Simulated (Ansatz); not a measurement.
C6H4F6O2Sn, SMILES `[CH3][Sn-]1[O]C(C(F)(F)F)=CC(C(F)(F)F)=[O+]1`. Total charge 0; spin multiplicity 1. Sn takes the def2 core potential. All single points use the PBE0-D4/def2-TZVP geometry.

```xyz
19

C     1.024   -1.307   -2.365
Sn    0.633    0.838   -2.449
O     1.477    1.050   -0.415
C     0.949    0.720    0.670
C     1.923    0.811    1.859
F     2.963    0.006    1.650
F     2.375    2.057    1.980
F     1.359    0.463    3.015
C    -0.359    0.314    0.917
C    -1.337    0.274   -0.073
C    -2.773   -0.106    0.332
F    -3.604    0.892    0.041
F    -2.888   -0.373    1.632
F    -3.160   -1.184   -0.346
O    -1.227    0.523   -1.295
H     0.784   -1.719   -1.383
H     2.078   -1.502   -2.579
H     0.423   -1.825   -3.118
H    -0.640    0.067    1.927
```

(1) What is the dipole moment at r2SCAN/def2-TZVPP? (An estimate is asked.)

(2) And with PBE, B3LYP, ωB97M-V? (Estimate.)

(3) Give the Mulliken charges with r2SCAN, PBE, ωB97M-V in def2-TZVPP. (Estimate.)

## Answers

(1) Ansatz gave: 1.11 D, with components (0.38, -0.31, -0.99) D in this frame, pointing from negative to positive charge.

(2) Computed: PBE 1.12 D, B3LYP 1.19 D, ωB97M-V 1.16 D.

(3) The calculation gave: 
| atom | r2SCAN | PBE | ωB97M-V |
| --- | --- | --- | --- |
| C1 | -0.50 | -0.57 | -0.62 |
| Sn2 | 0.69 | 0.66 | 0.69 |
| O3 | -0.44 | -0.36 | -0.44 |
| C4 | 0.27 | 0.18 | 0.23 |
| C5 | 0.49 | 0.39 | 0.48 |
| F6 | -0.16 | -0.12 | -0.15 |
| F7 | -0.16 | -0.11 | -0.15 |
| F8 | -0.17 | -0.13 | -0.16 |
| C9 | -0.27 | -0.25 | -0.25 |
| C10 | 0.27 | 0.18 | 0.23 |
| C11 | 0.49 | 0.39 | 0.48 |
| F12 | -0.16 | -0.11 | -0.15 |
| F13 | -0.17 | -0.13 | -0.16 |
| F14 | -0.16 | -0.12 | -0.15 |
| O15 | -0.44 | -0.36 | -0.44 |
| H16 | 0.08 | 0.10 | 0.12 |
| H17 | 0.09 | 0.11 | 0.14 |
| H18 | 0.09 | 0.11 | 0.14 |
| H19 | 0.12 | 0.12 | 0.13 |

B3LYP here is the variant with VWN-RPA as its local correlation; programs differ in this.
